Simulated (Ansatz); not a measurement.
A nudged elastic band was laid between two geometries of CH6Sn (8 atoms, charge 0, multiplicity 1).

All numbers below come from Ansatz 0.2.0, RKS CAM-B3LYP-D4/def2-SVP.

```json
{
  "movable images": "5",
  "climbing image": "yes",
  "spring": "5.0 eV/Å²",
  "optimiser": "quadratic models (default)",
  "start path": "through a guess of the saddle point",
  "force threshold": "0.05 eV/Å",
  "iteration limit": "60",
  "end points": "relaxed"
}
```

First end point:

```xyz
8
Properties=species:S:1:pos:R:3
Sn 0.449 0.019 0.036
C 1.059 -0.022 2.098
H 0.183 -0.137 2.751
H 1.744 -0.863 2.273
H 1.573 0.913 2.358
H 1.823 0.162 -0.976
H -0.588 1.352 -0.243
H -0.384 -1.424 -0.359
```

Last end point:

```xyz
8
Properties=species:S:1:pos:R:3
Sn 0.005 -0.049 -0.988
C 1.543 0.021 1.849
H 0.479 -0.235 1.734
H 2.034 -0.783 2.412
H 1.621 0.971 2.392
H 2.051 0.123 0.878
H -0.908 1.238 -0.175
H -0.966 -1.286 -0.163
```

What changes between the two ends?

Bonds broken: Sn1–C2, Sn1–H6. Bonds formed: C2–H6. CH6Sn becomes CH4 + H2Sn.

Give the energies along the band, and the barrier.

It converged. The highest image is number 3 of 0 to 6, 2.52 eV above the first end and 2.19 eV above the last; the last end lies 0.33 eV above the first. Neighbouring images differ by up to 1.5 eV, so the band resolves the path poorly. A vibrational analysis at the climbing image gives one clearly imaginary mode, 1237i cm⁻¹: a first-order saddle point. The orbitals stay closed-shell, which can raise the energy where a bond breaks towards radicals; this wasn't checked here.

```csv
image,path coordinate (Å),energy (eV),Sn1–C2 (Å),Sn1–H6 (Å),C2–H6 (Å)
0,0.00,0.00,2.15,1.71,3.17
1,0.54,0.23,2.12,1.70,2.74
2,1.09,1.32,2.19,1.66,2.23
3,1.63,2.52,2.48,1.70,1.77
4,2.20,1.01,2.70,1.96,1.22
5,2.76,0.35,3.13,2.40,1.11
6,3.32,0.33,3.23,2.77,1.10
```

What is the geometry of the highest image?


```xyz
8
Properties=species:S:1:pos:R:3
Sn 0.320 0.027 -0.472
C 1.175 -0.005 1.857
H 0.226 -0.190 2.372
H 1.886 -0.812 2.067
H 1.586 0.972 2.133
H 1.871 0.067 0.235
H -0.667 1.366 -0.069
H -0.539 -1.425 -0.186
```

The band took 18 iterations and roughly 2.6 core-minutes.

The run took 85 s on 2 threads of Intel(R) Xeon(R) 6975P-C (Granite Rapids) (shared host), peak memory 0.19 GiB.
